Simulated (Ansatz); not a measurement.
System: Au$_{2}$, net charge 0, singlet state. SMILES: [Au][Au]
Coordinates optimised at B3LYP-D3(BJ)/def2-TZVP (Ansatz, a quantum-chemistry and plane-wave program):
```xyz
2

Au     0.0000     0.0000    -1.2768
Au     0.0000     0.0000     1.2768
```

CCSD(T) with Ansatz in growing basis sets, 22 correlated electrons. Cores are frozen in the correlated levels unless marked. Open shells are spin-unrestricted. No spin-orbit coupling. Frozen are the shells of the preceding noble gas and the d and f shells that filled before the atom's block. Past Kr the def2 sets carry scalar-relativistic core potentials. Costs are ratios of core time to the smallest set, on shared machines of one kind, and rough; they hold the program's checks for lower states.

```
basis       functions  cost over smallest  E(corr) (Eh)  electronic atomisation energy (kcal/mol)
----------  ---------  ------------------  ------------  ----------------------------------------
def2-SVP           64                  1×       -0.5285                                      41.1
def2-TZVPP        112                  5×       -0.7501                                      44.6
def2-QZVPP        176                 10×       -0.8033                                      48.4
```

Formally CCSD grows as o²v⁴ and (T) as o³v⁴; with o = 11 and v going from 93 to 157 both grow 8-fold in the last step, while integrals and the mean field grow more slowly. That step adds 53.2 mEh of correlation energy and 3.8 kcal/mol to the atomisation energy.
